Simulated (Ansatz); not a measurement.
CH2I (SMILES [CH2]I), charge 0, multiplicity 2, relaxed at each level with Ansatz (a first-principles code); harmonic frequencies from differences of analytic forces, average atomic masses, frozen cores. Open shells are unrestricted. Elements past Kr take the def2 small-core potentials, without spin–orbit coupling. Negative entries are imaginary modes: that level's stationary point is a saddle.

```json
[
 {"mode": "1", "HF/def2-TZVPP (cm⁻¹)": "-182", "PBE/def2-TZVPP (cm⁻¹)": "196", "r2SCAN/def2-TZVPP (cm⁻¹)": "235", "wB97X-V/def2-TZVPP (cm⁻¹)": "266", "MP2/def2-TZVPP (cm⁻¹)": "93", "CCSD(T)/def2-TZVPP (cm⁻¹)": "?"},
 {"mode": "2", "HF/def2-TZVPP (cm⁻¹)": "633", "PBE/def2-TZVPP (cm⁻¹)": "620", "r2SCAN/def2-TZVPP (cm⁻¹)": "626", "wB97X-V/def2-TZVPP (cm⁻¹)": "652", "MP2/def2-TZVPP (cm⁻¹)": "658", "CCSD(T)/def2-TZVPP (cm⁻¹)": "?"},
 {"mode": "3", "HF/def2-TZVPP (cm⁻¹)": "904", "PBE/def2-TZVPP (cm⁻¹)": "824", "r2SCAN/def2-TZVPP (cm⁻¹)": "853", "wB97X-V/def2-TZVPP (cm⁻¹)": "861", "MP2/def2-TZVPP (cm⁻¹)": "875", "CCSD(T)/def2-TZVPP (cm⁻¹)": "856"},
 {"mode": "4", "HF/def2-TZVPP (cm⁻¹)": "1465", "PBE/def2-TZVPP (cm⁻¹)": "1307", "r2SCAN/def2-TZVPP (cm⁻¹)": "1349", "wB97X-V/def2-TZVPP (cm⁻¹)": "1377", "MP2/def2-TZVPP (cm⁻¹)": "1404", "CCSD(T)/def2-TZVPP (cm⁻¹)": "1382"},
 {"mode": "5", "HF/def2-TZVPP (cm⁻¹)": "3300", "PBE/def2-TZVPP (cm⁻¹)": "3104", "r2SCAN/def2-TZVPP (cm⁻¹)": "3166", "wB97X-V/def2-TZVPP (cm⁻¹)": "3190", "MP2/def2-TZVPP (cm⁻¹)": "3232", "CCSD(T)/def2-TZVPP (cm⁻¹)": "?"},
 {"mode": "6", "HF/def2-TZVPP (cm⁻¹)": "3453", "PBE/def2-TZVPP (cm⁻¹)": "3256", "r2SCAN/def2-TZVPP (cm⁻¹)": "3323", "wB97X-V/def2-TZVPP (cm⁻¹)": "3336", "MP2/def2-TZVPP (cm⁻¹)": "3385", "CCSD(T)/def2-TZVPP (cm⁻¹)": "3330"}
]
```

Q: Modes are in rising order at each level. Complete the blanks.

A: 
- 2, CCSD(T)/def2-TZVPP (cm⁻¹): 629
- 1, CCSD(T)/def2-TZVPP (cm⁻¹): 165
- 5, CCSD(T)/def2-TZVPP (cm⁻¹): 3182
